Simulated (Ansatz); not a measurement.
A structure relaxed at PBE0-D4/def2-TZVP, charge 0, multiplicity 1:

```
atom   x (Å)   y (Å)   z (Å)
 Si1   1.231  -0.064   0.458
 Sn2  -1.166   0.061  -0.434
  H3   1.259   0.288   1.902
  H4   2.104   0.884  -0.283
  H5   1.769  -1.440   0.290
  H6  -2.178  -1.033   0.399
  H7  -1.215  -0.329  -2.096
  H8  -1.805   1.632  -0.237
```

Problem. Give its formula and SMILES.

Solution. H6SiSn, `[SiH3][SnH3]`.

Problem. Point group (tolerance 0.08 Å, 0.16 Å for H)?

Solution. C3v.

Problem. Summarise the bond lengths by kind.

Solution. 1 × Si–Sn 2.560 Å; 3 × H–Si 1.487 Å; 3 × H–Sn 1.708 Å.

All numbers were calculated with Ansatz.
